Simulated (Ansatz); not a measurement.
Species: GeH3SeF, charge 0, singlet. GeH3SeF (SMILES F[Se][GeH3]).
B3LYP-D3(BJ)/def2-TZVP minimum from Ansatz (a quantum-chemistry and plane-wave program):
```xyz
6

Se    -0.0001     0.8073     0.7282
F      1.4042     1.4224    -0.1909
Ge    -0.3529    -1.1174    -0.6374
H      0.8893    -2.0163    -0.5906
H     -1.5640    -1.7974     0.0205
H     -0.6670    -0.6790    -2.0734
```
Charge 0, spin multiplicity 1.

Total energies in cc-pVDZ, 20 correlated electrons, 29 frozen orbitals. UHF or UKS for unpaired electrons; spin-orbit terms are left out. Cores are frozen in correlated methods (noble-gas shells, and filled d and f shells in the p block). No relativity.

| method | program | energy (Eh) | minus CCSDT(Q) (mEh) |
|---|---|---|---|
| HF | Ansatz | -4576.31316 | 446.52 |
| MP2 | Ansatz | -4576.71095 | 48.73 |
| CCSD | Ansatz | -4576.74785 | 11.83 |
| CCSD(T) | Ansatz | -4576.75766 | 2.02 |
| CCSDT(Q) | Ansatz | -4576.75968 | 0.00 |

Rough core times of Ansatz's runs on a shared machine: CCSD(T) under 20 s, CCSDT(Q) 3 min.
